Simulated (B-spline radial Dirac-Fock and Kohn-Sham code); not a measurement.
Auger decay of the 3p3/2 hole in Sm

System: neutral samarium, [Xe] 4f6 5d2 (an excited configuration).

Method: independent-particle radiative and Coulomb Auger rates from relativistic LDA hole-state orbitals, with Dirac-Fock energies. Computed with a radial B-spline solver. Kinetic energies are configuration averages from the vacuum level; the two-hole energies are estimated from single-hole states.

```
transition  kinetic energy (eV)  width (meV)  share (%)
   M3-M4N2                10.86          131        1.7
   M3-M5N2                36.35          893       11.7
   M3-M4N3                38.12          683        8.9
   M3-M5N3                64.29         1570       20.5
   M3-M4N4                159.3         99.5        1.3
   M3-M5N4                184.3          418        5.5
   M3-M5N5                189.9          646        8.4
   M3-M5O1                283.9          134        1.7
   M3-M4N7                299.2          114        1.5
   M3-M5O2                305.6          108        1.4
   M3-M5O3                309.3          173        2.3
   M3-M5N6                324.4          732        9.6
   M3-M5N7                325.3          874       11.4
   M3-N3N3                890.1         96.5        1.3
   M3-N3N4               1010.2          133        1.7
   M3-N3N5               1016.5          178        2.3
```

Coster-Kronig rates are the weakest part of this model and often come out 1.5 to 2.5 times too large. The listed channels hold 91 % of the non-radiative rate. Summed by principal shells, of 7.65 eV in all: MMN 82.5 %, MNN 9.3 %, MMO 6.9 %, MNO 1.3 %.
